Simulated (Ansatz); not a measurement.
```yaml
crystal:
  periodic: [false, false, false]
  atoms:
    - {symbol: O, position_ang: [-0.639754, 1.341488, -0.464064]}
    - {symbol: Ge, position_ang: [0.211372, -0.204776, -0.465624]}
    - {symbol: O, position_ang: [1.220457, -0.112458, 0.979163]}
    - {symbol: F, position_ang: [-0.962196, -1.482700, -0.231541]}
    - {symbol: H, position_ang: [-1.362661, 1.364180, -1.098200]}
    - {symbol: H, position_ang: [1.574882, -0.969634, 1.234066]}
basis:
  gaussian: {orbitals: def2-TZVP, final_grid: {core_spheres: 1, valence_spheres: 1, degree: 3}}
magnetization: {spin_polarized: true, initial_magnetization: 1}
hamiltonian: {xc: {name: PBE}}
output: {forces: true}
```

```sh
$ ansatz run in.yaml --threads 2 --pin off --events-out ev --progress --plain --max-ram 22528MiB --backend cpu
```

It prints (some lines left out):

```
Functional definition: PBE
904 factors; their error is unknown
mean field evaluation 1: about -63336.5943 eV, gradient 6.9e1 eV
mean field evaluation 2: about -63236.0209 eV, gradient 1.6e2 eV
mean field evaluation 4: about -63349.2453 eV, gradient 2.5e1 eV
mean field evaluation 8: about -63351.0741 eV, gradient 2.7e-1 eV
mean field evaluation 32: about -63512.9329 eV, gradient 1.3e0 eV
mean field evaluation 160: about -63513.1025 eV, gradient 7.9e-1 eV
a density is far from that of the atoms, so the factors are made again for it
1259 factors; integrals over basis functions are off by at most 3.7e-4 eV
mean field evaluation 224: about -63513.3172 eV, gradient 1.1e0 eV
mean field -63513.43737253 eV, -2334.0757724865 hartree, gradient 5.3e-6 eV, S^2 3.344781; 0 other end points of the search recorded, 0 dependent functions left out
reference -63513.43743557 eV, -2334.0757748031 hartree; 30, 29 occupied and 123, 124 virtual orbitals, 1259 factors
Total energy: -63513.43743557 eV, -2334.0757748031 hartree
Atom 0 at    -0.639754     1.341488    -0.464064 Å, force    -9.024470    -3.334076    -9.565369 eV/Å
Atom 1 at     0.211372    -0.204776    -0.465624 Å, force     2.497709    -1.893209     7.972396 eV/Å
Atom 2 at     1.220457    -0.112458     0.979163 Å, force     1.743246   -11.911596    -4.160812 eV/Å
Atom 3 at    -0.962196    -1.482700    -0.231541 Å, force    -0.791554     1.093697    -2.886757 eV/Å
Atom 4 at    -1.362661     1.364180    -1.098200 Å, force     7.562308     3.679606     8.494912 eV/Å
Atom 5 at     1.574882    -0.969634     1.234066 Å, force    -1.987239    12.365578     0.145628 eV/Å
Dipole moment:    -0.095336     0.094116     0.153386 e Å
```

Q: What is wrong with this run?

A: The integration grid is far too coarse. Self-consistency was reached. The result belongs to that input, not to the molecule as meant.
